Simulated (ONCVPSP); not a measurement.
Pd: one change to an ONCV potential, before and after

ONCVPSP 4.0.1 input, shortened (lines: element, Z, core and valence counts, functional; n l f; lmax; l rc ep ncon nbas qcut; lloc lpopt rc5 dvloc0; l nproj debl; icmod fcfact rcfact), PW91, scalar-relativistic:

```
  Pd 46.00    6    3  -109134      upf
    1    0    2.00
    2    0    2.00
    2    1    6.00
    3    0    2.00
    3    1    6.00
    3    2   10.00
    4    0    2.00
    4    1    6.00
    4    2   10.00
    2
    0    1.10    0.00    3    6    7.10
    1    1.45    0.00    3    6   10.60
    2    1.40    0.00    3    6    7.60
    4    5    0.90    0.00
    0    2    1.10
    1    2    3.80
    2    2    2.30
    3    1.75    1.50
```

In the s channel the program set the typed energies aside and used -3.139, 0.250 Ha.

Change: all radii but the core radius scaled by about 1.33 (s 1.46, p 1.92, d 1.86 bohr); local potential polynomial inside 1.20 bohr (lpopt 5, dvloc0 0 Ha).

Cutoffs: the cutoffs (Ha) at which the residual kinetic energy of the hardest occupied pseudo-wave falls to 1 and 0.1 mHa per electron; they do not see the model core or the augmentation charge, which bear on the density cutoff. Errors are all-electron minus pseudo energies relative to the spin-unpolarised reference configuration.

**Question.** What does the change do?

**Answer.** Of the 3 tests that both files solve, the error grows in 2 and shrinks in 1 by more than 15 % and 0.3 meV (median size 1.4 → 2.7 meV); neither file shows a bound ghost.

```tsv
quantity	base	changed
cutoffs, loose and tight	not determined	22 Ha, 25 Ha
bound ghosts	none	none
GHOST(+) flags under 300 eV	s at 195.0 eV	s at 224.1 eV
tests with a reliable result	3 of 4	3 of 4
error for 4s2 4p6 4d9, meV [ΔE 9.19 eV]	-1.4	-0.3
error for 4s2 4p6 4d8, meV [ΔE 30.08 eV]	-4.8	+6.1
error for 4s2 4p6 4d9 5s1, meV [ΔE 1.50 eV]	-0.2	+2.7
rms error of d²Exc/dni dnj with the model core, mHa	0.30	0.62
```
